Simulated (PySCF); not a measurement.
SMILES [NH2][Ga]([Br])[Br], singlet, B3LYP/def2-SVP optimised geometry.

```
6

Ga    -0.61     0.00     0.00
Br    -1.75    -1.99    -0.01
Br    -1.75     1.99     0.00
N      1.20     0.00     0.00
H      1.75     0.85     0.02
H      1.75    -0.85     0.02
```

Density from B3LYP/def2-TZVP in PySCF at that geometry.

Minimum of the electron density along straight lines between bonded atoms, close to the bond critical point (lines longer than 1.1 times the sum of covalent radii, or with two minima, are not listed):

```
bond     length / Å  ρ at the minimum / e bohr⁻³  ∇²ρ there / e bohr⁻⁵  position (fraction from the first atom)
-------  ----------  ---------------------------  --------------------  ---------------------------------------
Ga1–Br2       2.295                        0.085                  0.15                                     0.43
Ga1–Br3       2.296                        0.085                  0.15                                     0.43
Ga1–N4        1.802                            ?                     ?                                     0.48
N4–H5         1.014                        0.332                 -1.62                                     0.74
N4–H6         1.014                        0.332                 -1.62                                     0.74
```

Problem. What belongs in the gaps?

Solution. 
- Ga1–N4, ρ at the minimum / e bohr⁻³: 0.139
- Ga1–N4, ∇²ρ there / e bohr⁻⁵: 0.58
